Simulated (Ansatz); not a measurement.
Relaxation of the cluster S₇⁻ with UKS r2SCAN-D4/def2-SVPD.

```sh
$ ansatz run in.yaml --threads 4 --pin off --events-out ev --progress --plain --max-ram 4787MiB
```

```yaml
crystal:
  periodic: [false, false, false]
  atoms:
    - {symbol: S, position_ang: [-1.103820, -0.042380, 0.085450]}
    - {symbol: S, position_ang: [1.568810, -1.682870, -0.352520]}
    - {symbol: S, position_ang: [1.420200, 1.738370, -0.622070]}
    - {symbol: S, position_ang: [2.007240, 0.131740, 0.549390]}
    - {symbol: S, position_ang: [-0.320140, -2.226780, 0.184640]}
    - {symbol: S, position_ang: [-3.057030, -0.109350, 0.332130]}
    - {symbol: S, position_ang: [-0.515250, 2.191280, -0.177020]}
basis:
  gaussian: {orbitals: def2-SVPD}
total_charge: -1
magnetization: {spin_polarized: true, initial_magnetization: 1}
hamiltonian: {xc: r2scan, dispersion: d4}
scf: {lower_state_search: "off"}
output: {orbitals: {seedname: orbitals}}
relax: {f_tol: 0.02, max_steps: 100}
```

Run time 2 min (4 threads of Arm Neoverse V1 on a shared host).

Positions (Å) and forces (eV/Å) at steps 1, 2, 3, 4, 5, 6, 7, 8, 9, 10, 11 of 11:

```xyz
7
step=1 energy=-75822.7059 eV
S    -1.104   -0.042    0.085   -0.343   -0.038   -0.234
S     1.569   -1.683   -0.353    0.121   -0.559   -0.478
S     1.420    1.738   -0.622    0.089    0.484   -0.572
S     2.007    0.132    0.549    0.397    0.084    0.841
S    -0.320   -2.227    0.185    0.041   -1.349    0.296
S    -3.057   -0.109    0.332   -0.215   -0.002    0.066
S    -0.515    2.191   -0.177   -0.091    1.379    0.082
7
step=2 energy=-75822.9253 eV
S    -1.079   -0.047    0.027   -0.825   -0.040   -0.108
S     1.556   -1.723   -0.358    0.040   -0.214   -0.121
S     1.404    1.776   -0.637    0.015    0.187   -0.153
S     1.998    0.133    0.558    0.065    0.022    0.221
S    -0.320   -2.341    0.227    0.295   -0.197    0.091
S    -3.034   -0.107    0.333    0.134    0.007    0.012
S    -0.525    2.310   -0.151    0.275    0.235    0.058
7
step=3 energy=-75822.9965 eV
S    -1.200   -0.064   -0.130   -0.462   -0.015    0.096
S     1.597   -1.699   -0.378   -0.168   -0.045    0.183
S     1.446    1.749   -0.655   -0.185    0.068    0.173
S     1.920    0.136    0.634    0.476    0.010   -0.082
S    -0.235   -2.394    0.232    0.049    0.038   -0.141
S    -3.082   -0.102    0.451    0.226    0.006   -0.094
S    -0.445    2.372   -0.153    0.063   -0.061   -0.135
7
step=4 energy=-75823.0291 eV
S    -1.278   -0.066   -0.104   -0.175   -0.002    0.016
S     1.621   -1.711   -0.358   -0.327    0.028    0.123
S     1.468    1.767   -0.638   -0.331   -0.032    0.129
S     2.052    0.140    0.613   -0.047   -0.012   -0.105
S    -0.242   -2.381    0.216    0.317    0.073   -0.045
S    -3.170   -0.105    0.437    0.233    0.003   -0.080
S    -0.450    2.355   -0.166    0.330   -0.057   -0.038
7
step=5 energy=-75823.0404 eV
S    -1.274   -0.067   -0.122   -0.054   -0.002   -0.009
S     1.606   -1.701   -0.357   -0.096   -0.020    0.013
S     1.455    1.756   -0.635   -0.102    0.017    0.009
S     2.037    0.140    0.618    0.007   -0.003   -0.001
S    -0.233   -2.385    0.217    0.099    0.048    0.007
S    -3.149   -0.104    0.444    0.039    0.000   -0.031
S    -0.442    2.361   -0.166    0.106   -0.039    0.013
7
step=6 energy=-75823.0438 eV
S    -1.269   -0.064   -0.097    0.017   -0.001   -0.032
S     1.589   -1.703   -0.372   -0.024   -0.003    0.022
S     1.436    1.754   -0.650   -0.021    0.005    0.019
S     2.072    0.139    0.586   -0.046   -0.005   -0.032
S    -0.227   -2.379    0.269    0.071    0.047   -0.001
S    -3.164   -0.109    0.378   -0.071   -0.003    0.018
S    -0.437    2.362   -0.114    0.074   -0.041    0.007
7
step=7 energy=-75823.0425 eV rejected
S    -1.292   -0.069   -0.160    0.063    0.000    0.021
S     1.591   -1.700   -0.374   -0.024    0.025    0.042
S     1.439    1.751   -0.653   -0.023   -0.020    0.045
S     2.059    0.139    0.590    0.077   -0.001   -0.034
S    -0.212   -2.380    0.290   -0.010    0.084   -0.050
S    -3.162   -0.108    0.399   -0.078    0.000    0.011
S    -0.422    2.367   -0.092   -0.004   -0.087   -0.035
7
step=8 energy=-75823.0451 eV
S    -1.292   -0.066   -0.116    0.075   -0.003   -0.044
S     1.591   -1.697   -0.378    0.002    0.015    0.015
S     1.439    1.747   -0.656    0.004   -0.013    0.017
S     2.080    0.139    0.579    0.050    0.000   -0.020
S    -0.213   -2.360    0.290   -0.028   -0.057    0.008
S    -3.184   -0.110    0.370   -0.068    0.000    0.024
S    -0.422    2.347   -0.089   -0.035    0.059    0.000
7
step=9 energy=-75823.0453 eV
S    -1.307   -0.073   -0.189   -0.016    0.002    0.030
S     1.588   -1.695   -0.368    0.051    0.023   -0.033
S     1.435    1.747   -0.646    0.053   -0.023   -0.028
S     2.100    0.140    0.582   -0.036    0.000    0.012
S    -0.218   -2.355    0.298   -0.032    0.022    0.015
S    -3.172   -0.108    0.402    0.008   -0.001   -0.014
S    -0.425    2.344   -0.080   -0.029   -0.023    0.018
7
step=10 energy=-75823.0462 eV
S    -1.298   -0.069   -0.151    0.001   -0.001   -0.002
S     1.589   -1.696   -0.375    0.003    0.017    0.011
S     1.437    1.746   -0.653    0.004   -0.015    0.014
S     2.093    0.139    0.579   -0.002   -0.001   -0.022
S    -0.216   -2.358    0.298   -0.002   -0.006    0.000
S    -3.180   -0.109    0.382   -0.001    0.000    0.000
S    -0.424    2.347   -0.081   -0.003    0.006   -0.001
7
step=11 energy=-75823.0462 eV
S    -1.300   -0.069   -0.152    0.002   -0.001   -0.001
S     1.589   -1.695   -0.375    0.006    0.012    0.004
S     1.437    1.746   -0.652    0.007   -0.011    0.007
S     2.094    0.139    0.579   -0.003   -0.001   -0.013
S    -0.216   -2.358    0.299   -0.005   -0.004    0.002
S    -3.181   -0.109    0.382   -0.002    0.000    0.000
S    -0.424    2.346   -0.080   -0.005    0.004    0.001
```

The relaxation made no stability test and no search for a lower SCF solution. Another isomer (doublet) lies 0.39 eV lower at PBE0-D4/def2-TZVPD; other spin states weren't run for this one.
